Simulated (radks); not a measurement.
Results of a calculation; reference values are marked as such.
Question: Radial electron density D(r) = 4 pi r^2 rho(r) of an atom or ion with 56 electrons. Level of theory: scalar-relativistic Kohn-Sham, LB94 model potential, spin-polarised, spherical densities, finite nucleus; Fermi nuclear charge, rms radius of each element as measured or else 0.836 A^(1/3) + 0.57 fm (a radial shooting solver on a logarithmic mesh with Libxc functionals).

r (bohr),D(r) (e/bohr)
0.003581,18.57
0.004168,22.94
0.004853,28.03
0.005695,34.16
0.00663,40.61
0.007718,47.46
0.008985,54.41
0.01054,61.33
0.01227,66.97
0.01429,71.10
0.01664,73.26
0.01937,73.22
0.02273,71.07
0.02646,67.93
0.0308,65.16
0.03586,64.48
0.04208,67.52
0.04899,74.27
0.05703,83.38
0.06639,91.80
0.07729,95.93
0.0907,93.15
0.1056,84.66
0.1229,74.94
0.1431,69.63
0.1679,71.94
0.1955,78.54
0.2276,81.79
0.2649,75.25
0.3084,59.24
0.362,40.47
0.4214,29.87
0.4906,28.76
0.5711,31.98
0.6702,32.39
0.7802,27.32
0.9083,19.55
1.057,12.98
1.231,9.295
1.445,7.569
1.682,6.374
1.958,4.875
2.279,3.260
2.675,1.920
3.114,1.177
3.625,0.8171
4.22,0.6190
4.912,0.4511
5.765,0.2794
6.711,0.1456
7.813,0.06019
9.096,0.01899
10.67,0.004037
12.43,0.0006467

What is the nuclear charge?

Answer: Z = 56. The innermost maximum, from 1s, lies near gamma/Z bohr with gamma = sqrt(1 - (Z/c)^2) = 0.913, here 0.0163 bohr (found: 0.0179), and its height grows with Z. The density is that of neutral barium in [Xe] 6s2; the configuration itself is not fixed sharply by these data, and Z only to a few units. D(r) has 4 maxima, at r = 0.0179, 0.0792, 0.224, 0.629 bohr, and minima at 0.0345, 0.148, 0.464 bohr, inside which lie 1.97, 11.19, 29.08 electrons.
